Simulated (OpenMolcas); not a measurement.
A calculation on Mn4+.

- Program: OpenMolcas
- Method: XMS-CASPT2, IPEA 0.25 Eh, imaginary shift 0.1 Eh (closed shells correlated: 3s 3p)
- Basis: ANO-RCC-VTZP [6s5p3d2f1g]
- Scalar Hamiltonian: DKH2, point nucleus
- Active space: 3 electrons in 5 orbitals (3d)
- State averaging: 2S+1 = 4 even, 10 roots; 2S+1 = 2 even, 40 roots
- Spin-orbit coupling: RASSI with atomic mean-field integrals over the reference wave functions, term energies averaged over their components

(1) Which level of the active space comes out lowest?

(2) How high does 3d³ ⁴F_5/2 lie?

(3) How high does 3d³ ⁴P_3/2 lie?

(4) How high does 3d³ ²H_9/2 lie?

(5) The level at 23770 cm⁻¹ has J = 3/2. What is it made of, and what is its g factor?

Measured values: Corliss and Sugar, J. Phys. Chem. Ref. Data 6, 1253 (1977).

Answers

(1) 3d³ ⁴F_3/2, with 100 % of that term; it is also the measured ground level.

(2) 374 cm⁻¹ above the lowest level; measured 359 cm⁻¹ above the ground level, so the calculation is off by +4 %.

(3) 16810 cm⁻¹ above the lowest level; measured 16595 cm⁻¹ above the ground level, so the calculation is off by +1 %.

(4) 25770 cm⁻¹ above the lowest level; measured 24975 cm⁻¹ above the ground level, so the calculation is off by +3 %.

(5) 71 % 3d³ ²P_3/2, 28 % 3d³ ²D(1); g = 1.189, against 1.334 from Landé's formula for the pure leading term.

Term energies are means over components that CASPT2 splits; among the terms shown or strongly mixed into the levels shown the widest spread is 1500 cm-1 (3d³ ⁴F). The CASPT2 spread within a term exceeds the gap to the next term for 3d³ ²D(1) and 3d³ ²H, so the order of their levels is uncertain. Measured partners are found by configuration, term and J. A level has none where our copy of the source lacks it or the pairing is in doubt (some pairs that miss far off the trend of their configuration count as doubtful), and it then counts in no deviation. Levels of configurations outside the active space are missing.

A number in round brackets counts repeated terms of one configuration in the order of the reference energies.
